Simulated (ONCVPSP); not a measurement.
## Varying the ONCV potential for cobalt

Base potential:

```
Element                 : cobalt (Co)
Generator               : ONCVPSP 4.0.1
Type                    : optimised norm-conserving Vanderbilt (ONCV)
Functional              : PBE
Relativity              : scalar-relativistic
Frozen core             : [Ne]
Valence charge          : 17
Reference configuration : 3s2 3p6 3d7 (charge +2)
Partial waves           : 3s: rc 1.30 bohr, ncon 5, nbas 8, qcut 9.4 1/bohr, 2 projectors, debl 2.6 Ha; 3p: rc 0.75 bohr, ncon 4, nbas 7, qcut 11.3 1/bohr, 2 projectors, debl 2.9 Ha; 3d: rc 1.60 bohr, ncon 4, nbas 9, qcut 9.5 1/bohr, 3 projectors, debl 3.2 Ha
Local potential         : polynomial inside 0.60 bohr (lpopt 2, dvloc0 4 Ha)
Core correction         : Teter function, fcfact 2.75, rcfact 1
```

In the s channel the program set the typed energies aside and used -4.464, 0.250 Ha. In the p channel the program set the typed energies aside and used -3.114, 0.250 Ha.

Cutoffs, loose and tight: the cutoffs (Ha) at which the residual kinetic energy of the hardest occupied pseudo-wave falls to 1 and 0.1 mHa per electron. They do not see the model core or the augmentation charge, which bear on the density cutoff. Test errors are all-electron minus pseudo excitation energies from the reference, over the configurations 3s2 3p6 3d7 4s2; 3s2 3p6 3d7 4s1; 3s2 3p6 3d6; 3s2 3p6 3d7 4s1 4p1. A dash means not determined; rows that change the core or the reference have their own tests.

A true bound ghost makes a file unfit for plane-wave use even where its test errors are small: the radial tests pick states by their node count and pass the ghost by.

```tsv
change	outcome	cutoff, loose	cutoff, tight	bound ghosts	GHOST(+) flags above zero	largest test error (meV)
base	generated, projector energies reset by the program	70 Ha	225 Ha	none	none	+101
core correction Teter function, fcfact 4, rcfact 1.55	generated, projector energies reset by the program	70 Ha	225 Ha	none	none	+102
s: rc 1.9	generated, projector energies reset by the program	70 Ha	225 Ha	none	none	+102
s: ncon 3, nbas 6	generated, projector energies reset by the program	70 Ha	225 Ha	none	none	+102
```

(1) What comes out with this change to the base: functional LDA (Perdew-Wang 92)?

(2) What comes out with this change to the base: all radii but the core radius scaled by about 0.76 (s 0.98, p 0.58, d 1.22 bohr); local potential polynomial inside 0.46 bohr (lpopt 2, dvloc0 4 Ha)?

## Answers

(1) outcome: generated, projector energies reset by the program; cutoff, loose: 70 Ha; cutoff, tight: 224 Ha; bound ghosts: none; GHOST(+) flags above zero: none; largest test error (meV): +104.

(2) outcome: generated, projector energies reset by the program; cutoff, loose: 389 Ha; cutoff, tight: 470 Ha; bound ghosts: p; GHOST(+) flags above zero: s, d; largest test error (meV): +34.
